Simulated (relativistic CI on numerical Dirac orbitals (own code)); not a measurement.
Calculated at this level of theory: Dirac-Coulomb-Breit CI, orbitals from a KLI potential per configuration, model QED (radiative potential, 1s self-energy scaled to tabulated hydrogen-like ionisation energies), unscaled Slater integrals (own radial code, finite nucleus).

The strongest absorption lines from the ground level of an ion, among the configurations computed and to levels below about 2530 eV (vacuum wavelength in nm, gf): 0.51841 (0.71), 0.64631 (2.9), 0.64679 (1.9), 0.64790 (0.88), 0.65207 (0.7), 0.66278 (1.2), 0.66633 (1.6), 0.66768 (0.76).

Question: Which ion is it?
A. Kr XXX
B. Kr XXVIII
C. Ge XXIV
D. Zr XXXII

Answer: B. Kr XXVIII has 9 electrons and the ground level 2s²2p⁵ ²P°3/2; the strongest line goes to 2s²2p⁴3d ²D5/2. The pattern of lines fixes the number of electrons, and along that sequence the line energies rise steadily with the charge (about as its square where n changes within one kind of shell, about linearly where n is kept but much faster in heavy ions where fine structure, which grows about as Z⁴, sets the gap, and irregularly where shells cross), which fixes Z. Configurations outside the model, such as inner-shell arrays, can give stronger lines. At this charge energies of transitions that change n are usually good to better than 1 %, and those within a shell (Δn = 0) to a few per cent.

LS names give the leading component of a level, which can be under half, so a name can repeat, a term be missing and a line seem to break the LS rules.
